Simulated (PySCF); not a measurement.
Species: calcium 3,4-difluorophenoxide, C6H3CaF2O (doublet state).
SMILES with atom numbers: `[F:1][c:2]1[cH:3][cH:4][c:5]([O:6][Ca:7])[cH:8][c:9]1[F:10]` (hydrogens: H11 on C3; H12 on C4; H13 on C8)
Bond orders are those of one Lewis drawing.

Computed by this run: PBE0-D3(BJ)/def2-SVP geometry optimisation, gas phase in PySCF; unrestricted, density fitting, grid level 1; the optimiser is geomeTRIC in internal coordinates, started from a GFN2-xTB structure with every atom displaced at random (about 0.01 Å).

Step 5: E = -32158.3534 eV
```
atom  x, y, z in Å  |  force x, y, z in eV/Å
F1     -2.8558    0.4852    0.7276   -0.051   0.052   0.016
C2     -1.6041    0.2312    0.3483   -0.096  -0.030   0.026
C3     -1.1636   -1.0822    0.2125    0.031  -0.020   0.001
C4      0.1402   -1.3679   -0.1741    0.025   0.053   0.002
C5      1.0555   -0.3256   -0.4466   -0.239  -0.024  -0.066
O6      2.3137   -0.5654   -0.7641    0.091   0.168   0.229
Ca7     3.6107    0.2418    0.6520   -0.030  -0.109  -0.129
C8      0.5704    1.0002   -0.3232    0.130   0.278  -0.070
C9     -0.7339    1.2807    0.0722    0.043  -0.276  -0.018
F10    -1.1550    2.5386    0.1733    0.068  -0.118  -0.026
H11    -1.8739   -1.8854    0.4221   -0.009   0.021   0.007
H12     0.4818   -2.3980   -0.2876   -0.013  -0.015   0.024
H13     1.1991    1.8463   -0.6143    0.050   0.020   0.004
```

Step 6: E = -32158.3632 eV
```
atom  x, y, z in Å  |  force x, y, z in eV/Å
F1     -2.8609    0.4988    0.7259    0.013  -0.043  -0.003
C2     -1.6123    0.2248    0.3488    0.048   0.010  -0.011
C3     -1.1659   -1.0862    0.2171   -0.049   0.024  -0.004
C4      0.1392   -1.3587   -0.1745    0.049  -0.029   0.021
C5      1.0542   -0.3163   -0.4465   -0.158  -0.002  -0.082
O6      2.3131   -0.5599   -0.7609    0.048   0.122   0.173
Ca7     3.6235    0.2156    0.6481    0.027  -0.081  -0.076
C8      0.5753    1.0116   -0.3248   -0.038  -0.008  -0.034
C9     -0.7351    1.2667    0.0672    0.056   0.018  -0.016
F10    -1.1623    2.5218    0.1649    0.000   0.011  -0.004
H11    -1.8708   -1.8928    0.4289   -0.004  -0.017   0.003
H12     0.4854   -2.3876   -0.2871   -0.004  -0.011   0.020
H13     1.2016    1.8618   -0.6090    0.011   0.005   0.012
```

Step 7: E = -32158.3693 eV
```
atom  x, y, z in Å  |  force x, y, z in eV/Å
F1     -2.8631    0.4861    0.7223   -0.006   0.038  -0.001
C2     -1.6123    0.2235    0.3452   -0.013  -0.047   0.005
C3     -1.1661   -1.0870    0.2193    0.016   0.029  -0.027
C4      0.1402   -1.3528   -0.1717    0.040  -0.024   0.032
C5      1.0488   -0.3048   -0.4429   -0.077  -0.050  -0.107
O6      2.3091   -0.5502   -0.7533    0.002   0.089   0.077
Ca7     3.6448    0.1720    0.6394    0.127  -0.033   0.013
C8      0.5726    1.0238   -0.3269   -0.052  -0.113  -0.034
C9     -0.7391    1.2686    0.0611   -0.015   0.082   0.008
F10    -1.1735    2.5212    0.1559   -0.026   0.038   0.005
H11    -1.8679   -1.8959    0.4342   -0.001   0.004   0.000
H12     0.4913   -2.3808   -0.2799    0.010   0.011   0.012
H13     1.2002    1.8758   -0.6045   -0.006  -0.024   0.015
```

Step 8: E = -32158.3882 eV
```
atom  x, y, z in Å  |  force x, y, z in eV/Å
F1     -2.8801    0.4700    0.7072   -0.008   0.072  -0.006
C2     -1.6257    0.2182    0.3348   -0.027  -0.053   0.003
C3     -1.1661   -1.0872    0.2247    0.053   0.059  -0.045
C4      0.1466   -1.3312   -0.1614    0.045  -0.082   0.060
C5      1.0404   -0.2726   -0.4326    0.061  -0.123  -0.152
O6      2.3087   -0.5104   -0.7340   -0.215   0.042  -0.008
Ca7     3.7423    0.0259    0.6095    0.309   0.014   0.128
C8      0.5546    1.0502   -0.3323   -0.073  -0.183  -0.015
C9     -0.7619    1.2712    0.0442   -0.092   0.167   0.027
F10    -1.2157    2.5172    0.1302   -0.058   0.087   0.018
H11    -1.8563   -1.9050    0.4461    0.019   0.027  -0.007
H12     0.5145   -2.3552   -0.2520    0.020   0.022  -0.012
H13     1.1838    1.9082   -0.5861   -0.034  -0.046   0.009
```

Question: Estimate the geometry and energy of step 9. (The exact step hangs on the optimiser's Hessian estimate; all steps are aligned on step 8, rigid shifts and turns removed.)

Answer: E = -32158.4373 eV, largest force 0.856 eV/Å
```
atom  x, y, z in Å  |  force x, y, z in eV/Å
F1     -2.9207    0.4312    0.6602   -0.005   0.103  -0.019
C2     -1.6544    0.2086    0.3085   -0.018   0.022  -0.013
C3     -1.1587   -1.0826    0.2328    0.116  -0.004  -0.079
C4      0.1694   -1.2848   -0.1311   -0.214  -0.030   0.135
C5      1.0239   -0.1977   -0.3978    0.539  -0.613  -0.259
O6      2.3107   -0.4455   -0.6612   -0.688   0.436   0.004
Ca7     3.9406   -0.3017    0.5009    0.620  -0.031   0.199
C8      0.5123    1.1105   -0.3355    0.061  -0.280   0.008
C9     -0.8143    1.2836    0.0130   -0.326   0.224   0.072
F10    -1.3130    2.5135    0.0794   -0.080   0.127   0.030
H11    -1.8249   -1.9193    0.4606    0.029   0.051  -0.013
H12     0.5750   -2.2972   -0.1866    0.035   0.052  -0.044
H13     1.1392    1.9809   -0.5449   -0.068  -0.059  -0.023
```

The energy changes by -0.0491 eV. The first-order estimate −F·Δx gives -0.0304 eV and the mean of the old and new forces, exact on a quadratic surface, -0.0526 eV. The step makes an angle of 84° with the force vector and moves no atom by more than 0.398 Å.

What follows is the cost of the whole optimisation. Time: 9.7 min wall; peak memory 0.77 GiB. Hardware: Arm Neoverse V1, one thread, no GPU (shared host).
